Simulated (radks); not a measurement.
Species: P3+. Configuration: [He] 2p6 3s2 4s2 (not the ground configuration).

Calculated with a radial shooting solver on a logarithmic mesh with Libxc functionals: non-relativistic Kohn-Sham, r2SCAN, spin-polarised, spherical densities, point nucleus; meta-GGA in the generalised Kohn-Sham scheme.

Energy parts (Ry):
| part | energy |
|---|---|
| total | -645.23863 |
| kinetic | 644.45994 |
| electron-nucleus | -1473.67821 |
| Hartree | 222.62783 |
| exchange-correlation | -38.64819 |

Orbitals (lengths in bohr, moments of r in powers of bohr; r(max) is where P^2 peaks):
\begin{tabular}{lrrrrrr}
orbital & occ. & eigenvalue (Ry) & <r> & r(max) & <r^2> & <1/r> \\ \hline
1s & 2 & -162.4397 & 0.1039 & 0.06800 & 0.01451 & 14.57 \\
2p & 6 & -16.49081 & 0.4517 & 0.3417 & 0.2521 & 2.862 \\
3s & 2 & -4.77765 & 1.431 & 1.287 & 2.333 & 0.9797 \\
4s & 2 & -1.78354 & 3.207 & 3.063 & 11.46 & 0.4210 \\
\end{tabular}

The highest occupied level is 4s at -24.266 eV. Virial ratio -V/T = 2.00121. The density falls to 0.001 e/bohr^3 at r = 4.61 bohr.
